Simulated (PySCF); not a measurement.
A structure optimised at B3LYP-D3(BJ)/def2-SVP, used in a PySCF frequency run:

```xyz
11

C      1.8575     0.4762     0.2139
N      0.7804    -0.4601     0.2911
C     -0.4711    -0.0568    -0.1386
C     -1.6304    -0.7242     0.5598
O     -0.5965     0.7040    -1.0892
H      2.7174     0.0221    -0.3089
H      1.5791     1.4290    -0.2681
H      2.2106     0.6768     1.2455
H     -2.5702    -0.2411     0.2631
H     -1.5038    -0.6796     1.6529
H     -1.6597    -1.7896     0.2809
```
Charge 0, spin multiplicity 2.

Write its SMILES and formula.

C[N]C(C)=O, C3H6NO

What are its rotational constants (standard atomic weights)?

10.023, 3.9818, 3.0214 GHz
